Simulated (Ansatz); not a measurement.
The cluster Be₄Se₃⁺. The state is a doublet with charge 1. Geometry B3LYP-D4/def2-SVP, basis def2-TZVP, Ansatz.

```xyz
7

Be   -0.388    1.606   -0.613
Be    0.867   -1.260    1.135
Be    1.180    0.768    1.283
Be   -0.838   -1.312   -0.827
Se    0.790    2.704    0.616
Se   -0.071   -2.875    0.209
Se   -1.539    0.369   -1.804
```

```
run  HOMO (eV)  LUMO (eV)
  A     -13.41      -6.98
  B     -10.84     -10.69
  C     -11.95      -9.69
  D     -11.44     -10.27
  E     -11.55     -10.31
  F     -10.62     -10.57
```

HOMO above LUMO, or a gap near zero within one spin, warns that the state may not be the lowest or that an electron is smeared out. Another isomer (doublet) lies 1.80 eV lower at PBE0-D4/def2-TZVP; other spin states weren't run for this one.

HOMO and LUMO are taken over both spins.

**Question.** The runs used BHLYP, HF, PBE, PBE0, r2SCAN, r2SCAN0. Estimate which is which.

**Answer.** A HF (100 % exact exchange); B r2SCAN (0 % exact exchange); C BHLYP (50 % exact exchange); D PBE0 (25 % exact exchange); E r2SCAN0 (25 % exact exchange); F PBE (0 % exact exchange). Exact exchange lowers occupied and raises empty levels; among semilocal functionals meta-GGAs tend to open the gap a little, and such runs are hard to tell apart. The gap grows from 0.05 eV (PBE) to 6.43 eV (HF). At r2SCAN-D4/def2-TZVP, PBE-D4/def2-TZVP the gap within one spin of the charge 1 doublet nearly closes, so an electron or hole may be smeared out by delocalisation error.
